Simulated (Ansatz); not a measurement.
`[GeH3][I]` + CH₃NH₂ → `C[NH][GeH3]` + HI at 700 K and 1 bar (ligand exchange at a Ge–I bond).

Gas-phase electronic energies from Ansatz, PBE0-D4/def2-TZVP geometries. CBS: MP2 limit from def2 TZ/QZ plus the TZ coupled-cluster correction, frozen cores. Elements past krypton have def2 core potentials. For Ge, I outer-core shells are correlated without core-valence functions, which leaves a few kJ/mol of doubt a bond. Scalar relativity is left out up to krypton.

```tsv
species	CCSD(T)/CBS energy (Eh)	H − E (kJ/mol)	S (J/(mol·K))
`[GeH3][I]`	-2375.37957	103.8	343.3
CH₃NH₂	-95.75281	207.6	296.6
`C[NH][GeH3]`	-2173.06430	268.1	408.1
HI	-298.03592	34.6	231.7
```

H − E and S are ideal-gas, rigid-rotor, harmonic terms from PBE0-D4/def2-TZVP, for one conformer and one mirror image of each species. 1 Eh = 2625.50 kJ/mol, R = 8.31446 J/(mol·K).

**Question.** By hand: ΔE, ΔH, ΔS and ΔG.

**Answer.** ΔE = (-2173.06430) + (-298.03592) − (-2375.37957) − (-95.75281) = 0.03216 Eh = 84.4 kJ/mol. Δ(H − E) = 268.1 + 34.6 − 103.8 − 207.6 = -8.7, so ΔH = 75.7 kJ/mol. ΔS = 408.1 + 231.7 − 343.3 − 296.6 = -0.1 J/(mol·K). ΔG = 75.7 − 700 × (-0.1)/1000 = 75.8 kJ/mol.

**Question.** By hand: the equilibrium constant, and the temperature at which ΔG would vanish if ΔH and ΔS stayed fixed.

**Answer.** log₁₀ K = −ΔG/(RT ln 10) = -5.7. ΔH and −TΔS have one sign here, so there is no such temperature. One of them is within its doubt of zero, so this could turn.

The number of gas molecules stays the same, so ΔS is small and ΔH decides. A doubt of 5 kJ/mol in ΔE shifts log₁₀ K by 0.4 here. Other conformers and mirror images would add mixing entropy, several J/(mol·K) or more a flexible species. These are equilibria of isolated gas molecules and say nothing of rates. Largest T1 diagnostic: 0.011 (customary marks: 0.02 for closed shells, 0.045 for open ones).
